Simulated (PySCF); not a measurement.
PySCF 2.14 output of an unrestricted LC-wPBE calculation on a single atom or ion in x2c-QZVPPall, with scalar relativity by spin-free X2C-1e:

```
SCF conv_tol = 1e-09
number electrons alpha = 11  beta = 10
    O. A. Vydrov and G. E. Scuseria.,  J. Chem. Phys. 125, 234109 (2006)
cycle= 1 E= -764.028008559499  delta_E= -0.0116  |g|= 0.02  |ddm|= 0.284
cycle= 2 E= -764.028368501052  delta_E= -0.00036  |g|= 0.00809  |ddm|= 0.0773
cycle= 3 E= -764.028467681813  delta_E= -9.92e-05  |g|= 0.00383  |ddm|= 0.0254
cycle= 4 E= -764.028547091593  delta_E= -7.94e-05  |g|= 0.00289  |ddm|= 0.0192
cycle= 5 E= -764.02863867547  delta_E= -9.16e-05  |g|= 0.00248  |ddm|= 0.0181
cycle= 6 E= -764.028786450102  delta_E= -0.000148  |g|= 0.00203  |ddm|= 0.0308
cycle= 7 E= -764.028926318952  delta_E= -0.00014  |g|= 0.00159  |ddm|= 0.0399
cycle= 8 E= -764.028992843738  delta_E= -6.65e-05  |g|= 0.00115  |ddm|= 0.0265
cycle= 9 E= -764.02901725789  delta_E= -2.44e-05  |g|= 0.000879  |ddm|= 0.0143
cycle= 10 E= -764.029043615682  delta_E= -2.64e-05  |g|= 0.000731  |ddm|= 0.0218
cycle= 11 E= -764.029045670657  delta_E= -2.05e-06  |g|= 9.95e-05  |ddm|= 0.00737
cycle= 12 E= -764.029045683433  delta_E= -1.28e-08  |g|= 3.09e-05  |ddm|= 0.000978
cycle= 13 E= -764.029045688218  delta_E= -4.79e-09  |g|= 3.53e-06  |ddm|= 0.000407
cycle= 14 E= -764.029045688293  delta_E= -7.47e-11  |g|= 1.04e-06  |ddm|= 5.03e-05
converged SCF energy = -764.029045688293  <S^2> = 0.83624822  2S+1 = 2.0844647
```

The run itself started from symmetry-adapted Hartree-Fock orbitals and held the occupation by maximum overlap, on a logarithmic radial grid, so the iterations belong to that start.

Problem. Which element, charge and spin multiplicity is this?

Solution. Sc (scandium, neutral), multiplicity 2; the state was [Ar] 3d1 4s2, 2D determinant.

⟨S²⟩ = 0.84 against 0.75 shows spin contamination.
